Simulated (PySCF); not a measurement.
**Configurations of YbCl**

Unrestricted PBE0; Yb x2c-TZVPall, Cl x2c-TZVPall; spin-free X2C with a Gaussian nucleus (PySCF 2.14). The search starts from ions with several 4f fillings and holds each by maximum overlap.

The lowest solution has 2Ms+1 = 2, about 14.0 4f electrons, near 2.49 Å.

The lowest solution of each spin and filling, followed along the bond (rough minima from three points):

```csv
2Ms+1,4f population,⟨S²⟩ at the start,R at minimum (Å),Te (eV)
2,13.98,0.75,2.49,0.00
2,13.01,0.75,2.38,1.68
```

Solutions at the starting distance of 2.465 Å, counted from the lowest; the search is not exhaustive:

```csv
2Ms+1,4f population,E (eV),⟨S²⟩,⟨Lz²⟩,μ (D)
2,13.98,0.00,0.75,0.0,-4.56
2,13.01,1.72,0.75,4.0,-3.03
2,13.03,1.92,0.75,1.8,-2.87
2,13.01,2.09,0.75,9.0,-3.13
2,13.98,2.11,0.75,1.0,-2.49
4,13.01,2.89,3.75,8.0,-4.60
4,13.01,2.99,3.75,8.0,-4.59
4,13.01,3.10,3.75,13.0,-4.68
4,13.01,3.11,3.75,4.9,-2.46
```

Partly filled real f orbitals mix terms, so no term symbols are given. A positive dipole means Yb(−)Cl(+).

Spin–orbit coupling is left out. Counting both spins, an empty level lies below a filled one in some of these solutions, because spin and occupation are held. The state is the lowest single determinant that the PBE0 search found; with open d or f shells the true ground state can be another one.
